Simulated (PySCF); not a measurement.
# Exercise with solution: dipole moment from atomic charges

Mg(I)(SMe) (CH₃IMgS), SMILES C[S][Mg][I]. Atoms are numbered in the order given.

```xyz
7

Mg    -0.0085    -0.5990    -0.5815
I      0.4602     0.9794     1.3756
S     -0.3904    -2.0440    -2.3282
C     -1.8999    -1.3740    -3.1238
H     -2.7676    -1.3909    -2.4497
H     -2.1222    -2.0279    -3.9782
H     -1.7518    -0.3549    -3.5073
```

The structure is a stationary point at PBE0-D3(BJ)/def2-SVP. The def2 effective core potentials stand for the cores of I; spin–orbit coupling is left out. Other conformers were not sampled.

Charges (e) from PySCF with PBE/def2-TZVP:

```csv
atom,Mulliken,ESP fit
Mg1,0.633,0.634
I2,-0.359,-0.324
S3,-0.350,-0.368
C4,-0.356,-0.458
H5,0.142,0.155
H6,0.149,0.207
H7,0.141,0.153
```

The dipole moment of the full density is 1.57 D.

Q: What dipole moment does each set of point charges give, and which comes closer to that of the density?

A: 
μ = Σ q r, and 1 e Å = 4.8032 D.
Mulliken: Σ q r = (-0.314, -0.076, -0.370) e Å, |μ| = 2.36 D.
ESP fit: Σ q r = (-0.277, -0.005, -0.267) e Å, |μ| = 1.85 D.
ESP fit comes closer in size. Point charges leave out the atoms' own dipoles (lone pairs, polarised bonds); fits to the potential absorb them, partitions of the density don't.
